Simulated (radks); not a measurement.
Question: Coherent X-ray form factor from a spherical all-electron density. All-electron calculation, Dirac Kohn-Sham, PBEsol, spin-unpolarised, spherical densities, point nucleus. Program: a radial shooting solver on a logarithmic mesh with Libxc functionals.

sin(theta)/lambda (1/angstrom),f0 (electrons)
0.05,23.868
0.1,23.477
0.15,22.850
0.2,22.018
0.25,21.022
0.3,19.906
0.4,17.494
0.5,15.100
0.6,12.945
0.8,9.704
1,7.775
1.25,6.464
1.5,5.645
2,4.288

The species is in the configuration that NIST lists as its ground one. Which atom or ion scatters so?

Answer: The gallium ion Ga7+, [Ar] 3d6. Extrapolating in s^2 from the first two rows gives f0(0) = 24.0, near the electron count 24; among species with that count, the fall with angle is slower the higher Z, and the table is that of Z = 31; from so few rows the species is fixed only to a neighbour or two.
